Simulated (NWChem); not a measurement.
Molecule: SiN2H5F; SMILES N[SiH](N)F

```xyz
9

Si    -0.0785    -0.0223     0.3238
N      1.5325    -0.3560    -0.1475
N     -0.4871     1.5207    -0.2757
F     -0.9221    -1.2752    -0.2940
H     -0.4379    -0.0163     1.7683
H      1.8671    -1.3103    -0.2022
H      2.2799     0.3011     0.0370
H     -0.2810     1.7849    -1.2321
H     -1.2550     2.0538     0.1133
```
Atoms are numbered in this order, from 1.

Results from NWChem. Geometry optimised at PBE0/def2-SVP; all other runs use it. 

```tsv
quantity	level	value
anisotropy (bohr³), static	PBE0/def2-SVPD	(withheld)
cavity-dispersion-structure term (kcal/mol) in water	PBE0/def2-SVP, SMD	(withheld)
vertical, lowest excitation, singlet (eV)	PBE0/def2-SVPD, TDA	(withheld)
−ε(HOMO) (eV)	PBE/def2-SVP	5.80
dipole (D)	PBE0/def2-SVP	2.12
highest harmonic frequency (cm⁻¹)	PBE0/def2-SVP	3735
```

Q: What belongs in the gaps?

A: 
- anisotropy (bohr³), static, value: 6.2
- cavity-dispersion-structure term (kcal/mol) in water, value: 4.1
- vertical, lowest excitation, singlet (eV), value: 6.94
